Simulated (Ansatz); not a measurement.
Ansatz (an electronic-structure program) input (PBE0/6-31G* with LANL2DZ past Ar): The .json file joins the Basis Set Exchange's 6-31G* for atoms up to Ar and LANL2DZ past it.

Ansatz 0.2 input:
```yaml
crystal:
  periodic: [false, false, false]
  atoms:
    - {symbol: Rb, position_ang: [-0.00000000, -0.00000000, -0.46082120]}
    - {symbol: F, position_ang: [0.00000000, 0.00000000, 1.89448715]}
basis:
  gaussian:
    orbitals: 6-31Gs+LANL2DZ.json
hamiltonian:
  xc: {name: PBE0}
output: {forces: true}
```

**Question.** Predict the final energy.

**Answer.** -123.59138 Eh.
